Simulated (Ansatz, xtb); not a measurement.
C5H9NS: 6 structures ranked

6 gas-phase structures of C5H9NS, from a drawn sample of its isomers (lower ones may exist). Each was relaxed with GFN2-xTB; where two conformers were screened, the lower at r2SCAN-D4/def2-SVP is listed:

A. `CC(=S)N1CCC1`, a singlet
B. `CS[C@@H]1CC=NC1`, a singlet
C. `CC1(C)CNC1=S`, a singlet
D. `C=C(C)CC(N)=S`, a singlet
E. `S[C@@H]1C=NCCC1`, a singlet
F. `S=C1CCCCN1`, a singlet

Question: Which do you expect lowest at r2SCAN-D4/def2-SVP, and how would the others follow?

Answer: Calculated order at r2SCAN-D4/def2-SVP: F (0.000), D (0.726), C (0.766), E (0.983), A (1.089), B (1.211) eV. Less than 1 kcal/mol parts D and C, so the order within that pair means little.

Energies above the lowest of each column, in eV; the last columns are at PBE0-D3(BJ)/def2-SVP geometries and were run for some of them only (a dash: not run or not comparable):

```tsv
structure	GFN2-xTB	HF/STO-3G	r2SCAN-D4/def2-SVP	PBE0-D3(BJ)/def2-SVP	CCSD(T)/def2-SVP + ΔMP2/def2-TZVPP
F	0.000	0.054	0.000	0.000	0.000
D	1.282	2.100	0.726	0.799	0.493
C	0.749	0.916	0.766	0.782	0.697
E	0.776	0.171	0.983	–	–
A	0.604	1.098	1.089	–	–
B	1.008	0.000	1.211	–	–
```

CCSD(T)/def2-SVP + ΔMP2/def2-TZVPP puts F lowest of those it was run on; HF/STO-3G picks B. Flexible structures stand in one conformer each, not always the lowest. Frequencies (GFN2-xTB) were run for C, D, F alone. ΔMP2 is the change of the MP2 energy from the smaller to the larger basis.

Over these structures GFN2-xTB departs from r2SCAN-D4/def2-SVP by 0.239 eV on average once a common shift is removed. A GFN2-xTB relaxation took about 0.078 s and the r2SCAN-D4/def2-SVP energy about 1.9 s on a shared host (Ansatz 0.2.0, xtb 6.7.1).
